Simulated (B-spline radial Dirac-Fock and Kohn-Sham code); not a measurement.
# Ce: L2-M45M45 lines in intermediate coupling

System: the Ce atom, [Xe] 4f3 5d1 (not the ground configuration).

These are calculated numbers from a radial finite-basis atomic code; the model is Dirac-Fock ΔSCF + Breit + QED. The two-hole levels come from diagonalising the Coulomb interaction among the jj configurations; intensities are independent-particle Coulomb rates. Kinetic energies are from the vacuum level. No correlation. Open outer shells are spectators and are not coupled to the holes.

| kinetic energy (eV) | J | leading jj holes (weight) | leading LS term (weight) |
| --- | --- | --- | --- |
| 4305.8 | 0 | M4M4 (0.92) | ¹S0 (0.68) |
| 4324.2 | 2 | M4M4 (0.95) | ³F2 (0.45) |
| 4335.5 | 4 | M4M5 (0.97) | ¹G4 (0.92) |
| 4336.9 | 1 | M4M5 (1.00) | ³P1 (1.00) |
| 4340.5 | 2 | M4M5 (0.94) | ³P2 (0.52) |
| 4345.7 | 0 | M5M5 (0.92) | ³P0 (0.68) |
| 4346.8 | 3 | M4M5 (1.00) | ³F3 (1.00) |
| 4357.5 | 2 | M5M5 (0.98) | ¹D2 (0.50) |
| 4364.0 | 4 | M5M5 (0.97) | ³F4 (0.92) |

The intensity is shared as follows: 4335.5 eV 68.2 %, 4324.2 eV 16.4 %, 4346.8 eV 8.4 %, 4305.8 eV 2.4 %, 4340.5 eV 1.7 %, 4357.5 eV 1.4 %, 4336.9 eV 1.1 %, 4364.0 eV 0.4 %, 4345.7 eV 0.0 %.

The strongest line, by its leading LS label ¹G4, lies at 4335.5 eV. The mean weight of the leading component is 0.96 in jj and 0.74 in LS coupling, so jj labels describe these levels better.
